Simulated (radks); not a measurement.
Results of a calculation; reference values are marked as such.
Problem. Isoelectronic series with 43 electrons, each ion in its NIST ground configuration. Level of theory: Dirac Kohn-Sham, LDA (Slater exchange, Perdew-Wang correlation), spin-unpolarised, spherical densities, finite nucleus; open shells are shared between the two j in proportion to 2j + 1; Fermi nuclear charge, rms radius of each element as measured or else 0.836 A^(1/3) + 0.57 fm (a radial shooting solver on a logarithmic mesh with Libxc functionals). Total energies (hartree) and mean radii <r> (bohr) (* marks an orbital that is empty in some or all of the ions):

ion,configuration,E (hartree),5s1/2*,4d5/2
Tc,[Kr] 4d5 5s2,-4281.87157,3.272,1.737
Rh2+,[Kr] 4d7,-4779.31299,2.634,1.454
Ag4+,[Kr] 4d7,-5307.86090,2.162,1.205
In6+,[Kr] 4d7,-5867.65542,1.861,1.046
Sb8+,[Kr] 4d7,-6458.94153,1.646,0.9315
I10+,[Kr] 4d7,-7082.02646,1.482,0.8430
Cs12+,[Kr] 4d7,-7737.2665,1.350,0.7719
La14+,[Kr] 4d7,-8425.0553,1.242,0.7130
Pr16+,[Kr] 4d7,-9145.8272,1.151,0.6632
Pm18+,[Kr] 4d7,-9900.0436,1.073,0.6204
Eu20+,[Kr] 4d7,-10688.1963,1.005,0.5831
Tb22+,[Kr] 4d7,-11510.9100,0.9458,0.5503

Estimate the row of Ho24+ ([Kr] 4d7).

Solution. E (hartree) -12368.6603; 5s1/2* 0.8929; 4d5/2 0.5212.
